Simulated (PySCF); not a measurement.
# Magnetic susceptibility: `C[C+](C)C#CC(C)C`, [C₈H₁₃]+, charge +1

Cartesian coordinates in Å; atom numbers follow the order of the lines, from 1:
```xyz
21

C    -2.8153   -0.9295    0.8514
C    -2.0471    0.0498    0.0809
C    -2.7296    0.9585   -0.8390
C    -0.6907    0.1117    0.2207
C     0.5249    0.1747    0.3497
C     1.9371    0.2331    0.4891
C     2.5347   -1.1482    0.7950
C     2.6067    0.9146   -0.7106
H    -2.2537   -1.8452    1.0317
H    -3.0169   -0.4983    1.8390
H    -3.7786   -1.1432    0.3930
H    -2.9683    0.3985   -1.7508
H    -3.6895    1.2806   -0.4331
H    -2.1184    1.8114   -1.1242
H     2.1007    0.8684    1.3765
H     3.5950   -1.0430    1.0059
H     2.0521   -1.6054    1.6550
H     2.4159   -1.8049   -0.0632
H     3.6696    1.0238   -0.5164
H     2.4785    0.3098   -1.6050
H     2.1839    1.8996   -0.8913
```

Total charge +1.

Method: PySCF 2.14.0, GIAO HF/pcSseg-1 magnetisability, rotational g tensor and spin-rotation constants, non-relativistic, gas phase. Geometry: GFN2-xTB.

For an ion the centre-of-mass motion in the field is neglected.

Question: What are the magnetisability and the molar susceptibility?

Answer: Isotropic -1295 × 10⁻³⁰ J/T², or -78.0 × 10⁻⁶ cm³/mol; principal values -1419, -1321, -1144 × 10⁻³⁰ J/T², anisotropy 242 × 10⁻³⁰ J/T² (root of half the summed squared differences of the principal values). The susceptibility is in cgs units.

Question: Split it along the inertial axes a, b, c into diamagnetic and paramagnetic parts about the centre of mass, with the quadrupole moment.

Answer: 
| axis | χ (10⁻⁶ cm³/mol) | diamagnetic (10⁻⁶ cm³/mol) | paramagnetic (10⁻⁶ cm³/mol) | summed x² of all electrons (Å²) | quadrupole Θ (D Å) |
| --- | --- | --- | --- | --- | --- |
| a | -69.2 | -425.5 | 356.3 | 333.8 | +30.94 |
| b | -79.6 | -1503.0 | 1423.4 | 79.8 | -12.05 |
| c | -85.0 | -1755.0 | 1670.0 | 20.5 | -18.89 |

Anisotropies 2χaa − χbb − χcc = +26.2 and 2χbb − χaa − χcc = -5.1 × 10⁻⁶ cm³/mol. Θ is traceless in Buckingham's convention.

Question: And the rotational g tensor?

Answer: 
```csv
axis,rotational constant (GHz),g,nuclear part,electronic part
a,4.1212,-0.0196,0.6703,-0.6898
b,0.8898,+0.0107,0.6057,-0.5950
c,0.7596,+0.0125,0.6084,-0.5959
```
Asymmetric top; isotopes 12C, 1H; no vibrational averaging.
